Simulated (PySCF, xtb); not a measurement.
BFH4O2Si, SMILES OB(F)O[SiH3].

GFN2-xTB run with xtb 6.7.1 at its own geometry gives an orbital gap of 6.46 eV and a dipole moment of 1.48 D.

Geometry: B3LYP-D3(BJ)/def2-SVP. The structure was generated by enumeration, and PubChem lists no compound with its InChIKey, so it may never have been made. One conformer was computed; it need not be the lowest.

**Question.** What does PBE/def2-TZVP run with PySCF give? (An estimate is asked for; the answer gives what the named calculation found.)

**Answer.** gap 6.89 eV (levels -7.76 and -0.87 eV), dipole 1.28 D.
